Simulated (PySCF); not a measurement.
Isomers of C5H13NSi2, mass 143.059 u with the commonest isotopes. Method used: PBE0/pcSseg-1 in PySCF (dipole) on a GFN2-xTB geometry, gas phase. One conformer each, none proved a minimum here; rigid rotors.

Question: Order these by radius of gyration √(Σ m r²/M), smallest first.
A. `[CH3:1][NH:2][C@@H:3]1[CH:4]=[CH:5][CH2:6][SiH2:7][SiH2:8]1` with C1–N2–C3–C4 -169°, N2–C3–C4–C5 174°, C4–C5–C6–Si7 63°, C5–C6–Si7–Si8 -49°, C6–Si7–Si8–C3 0°
B. `[SiH3:1][N:2]([SiH3:3])[CH2:4][C@:5]12[CH2:6][C@H:7]1[CH2:8]2` with Si1–N2–C4–C5 81°, N2–C4–C5–C6 86°
C. `[CH3:1][CH2:2][SiH2:3][C:4]#[C:5][SiH2:6][NH:7][CH3:8]` with C1–C2–Si3–C4 -58°, C5–Si6–N7–C8 51°
D. `[CH:1]#[C:2][Si@:3]([NH2:4])([CH2:5][CH3:6])[CH2:7][SiH3:8]` with C2–Si3–N4–H -70° and 69°, C2–Si3–C5–C6 -173°, C2–Si3–C7–Si8 65°
E. `[CH2:1]=[C:2]([CH3:3])[C@@:4]1([NH:5][SiH3:6])[CH2:7][SiH2:8]1` with C1–C2–C4–N5 15°, C2–C4–N5–Si6 79°

Answer: B (2.121 Å), E (2.149 Å), A (2.186 Å), D (2.256 Å), C (2.849 Å).

Question: Order these by rotational constant B, largest first.
A. `[CH3:1][CH2:2][SiH2:3][C:4]#[C:5][SiH2:6][NH:7][CH3:8]` with C1–C2–Si3–C4 -58°, C5–Si6–N7–C8 51°
B. `[CH2:1]=[C:2]([CH3:3])[C@@:4]1([NH:5][SiH3:6])[CH2:7][SiH2:8]1` with C1–C2–C4–N5 15°, C2–C4–N5–Si6 79°
C. `[CH3:1][NH:2][C@@H:3]1[CH:4]=[CH:5][CH2:6][SiH2:7][SiH2:8]1` with C1–N2–C3–C4 -169°, N2–C3–C4–C5 174°, C4–C5–C6–Si7 63°, C5–C6–Si7–Si8 -49°, C6–Si7–Si8–C3 0°
D. `[CH:1]#[C:2][Si@:3]([NH2:4])([CH2:5][CH3:6])[CH2:7][SiH3:8]` with C2–Si3–N4–H -70° and 69°, C2–Si3–C5–C6 -173°, C2–Si3–C7–Si8 65°

Answer: B (1183 MHz), D (1144 MHz), C (999.2 MHz), A (492.4 MHz).

Question: Order these by rotational constant C, smallest first.
A. `[CH3:1][NH:2][C@@H:3]1[CH:4]=[CH:5][CH2:6][SiH2:7][SiH2:8]1` with C1–N2–C3–C4 -169°, N2–C3–C4–C5 174°, C4–C5–C6–Si7 63°, C5–C6–Si7–Si8 -49°, C6–Si7–Si8–C3 0°
B. `[CH:1]#[C:2][Si@:3]([NH2:4])([CH2:5][CH3:6])[CH2:7][SiH3:8]` with C2–Si3–N4–H -70° and 69°, C2–Si3–C5–C6 -173°, C2–Si3–C7–Si8 65°
C. `[CH2:1]=[C:2]([CH3:3])[C@@:4]1([NH:5][SiH3:6])[CH2:7][SiH2:8]1` with C1–C2–C4–N5 15°, C2–C4–N5–Si6 79°
D. `[CH3:1][CH2:2][SiH2:3][C:4]#[C:5][SiH2:6][NH:7][CH3:8]` with C1–C2–Si3–C4 -58°, C5–Si6–N7–C8 51°

Answer: D (455.9 MHz), A (777.3 MHz), B (815.3 MHz), C (843.8 MHz).

| SMILES | point group | Ia (u·Å²) | Ib (u·Å²) | Ic (u·Å²) | κ | μa (D) | μb (D) | μc (D) |
| --- | --- | --- | --- | --- | --- | --- | --- | --- |
| CN[C@@H]1C=CC[SiH2][SiH2]1 | C1 | 210.71 | 505.78 | 650.13 | -0.73 | 0.26 | 0.78 | 1.04 |
| C=C(C)[C@@]1(N[SiH3])C[SiH2]1 | C1 | 295.00 | 427.32 | 598.92 | -0.22 | 1.04 | 0.11 | 0.22 |
| CC[SiH2]C#C[SiH2]NC | C1 | 187.72 | 1026.35 | 1108.62 | -0.97 | 0.52 | 0.07 | 0.29 |
| C#C[Si@](N)(CC)C[SiH3] | C1 | 394.91 | 441.66 | 619.83 | 0.42 | 1.21 | 0.27 | 0.73 |
| [SiH3]N([SiH3])C[C@]12C[C@H]1C2 | near Cs | 252.33 | 446.08 | 588.52 | -0.52 | 0.08 | 0.00 | 0.18 |
